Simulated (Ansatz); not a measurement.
`C[SiH](N)[InH2]` → `[CH2]` (triplet) + `N[SiH2][InH2]` at 400 K and 1 bar (formal loss of a carbene).

Calculated with Ansatz (gas phase, PBE0-D4/def2-TZVP geometries, no zero-point term in ΔE). CCSD(T)/CBS is the MP2 limit (def2-TZVPP, def2-QZVPP) plus CCSD(T) − MP2 in def2-TZVPP, frozen cores. This one scheme is used for every species. Triplets are unrestricted, without spin–orbit coupling. Elements past krypton have def2 core potentials. For In outer-core shells are correlated without core-valence functions, which leaves a few kJ/mol of doubt a bond. One conformer a species, not always the lowest.

```tsv
species	CCSD(T)/CBS energy (Eh)	H − E (kJ/mol)	S (J/(mol·K))
`C[SiH](N)[InH2]`	-576.47602	258.8	428.4
`[CH2]` (triplet)	-39.09499	59.0	205.7
`N[SiH2][InH2]`	-537.19857	175.5	382.9
```

H − E and S are ideal-gas, rigid-rotor, harmonic terms from PBE0-D4/def2-TZVP, for one conformer and one mirror image of each species, with the whole ground term of open shells counted as degenerate. 1 Eh = 2625.50 kJ/mol, R = 8.31446 J/(mol·K).

Problem. By hand: ΔE, ΔH, ΔS and ΔG.

Solution. ΔE = (-39.09499) + (-537.19857) − (-576.47602) = 0.18246 Eh = 479.0 kJ/mol. Δ(H − E) = 59.0 + 175.5 − 258.8 = -24.3, so ΔH = 454.7 kJ/mol. ΔS = 205.7 + 382.9 − 428.4 = 160.2 J/(mol·K). ΔG = 454.7 − 400 × (160.2)/1000 = 390.6 kJ/mol.

Problem. By hand: the equilibrium constant, and the temperature at which ΔG would vanish if ΔH and ΔS stayed fixed.

Solution. log₁₀ K = −ΔG/(RT ln 10) = -51.0. ΔG = 0 at ΔH/ΔS = 2838 K, far beyond where these terms or the molecules hold.

The number of gas molecules changes by +1, which sets the sign of ΔS. A doubt of 5 kJ/mol in ΔE shifts log₁₀ K by 0.7 here. Other conformers and mirror images would add mixing entropy, several J/(mol·K) or more a flexible species. A triplet takes part, so the spin changes. These are equilibria of isolated gas molecules and say nothing of rates. Largest T1 diagnostic: 0.013 (customary marks: 0.02 for closed shells, 0.045 for open ones).
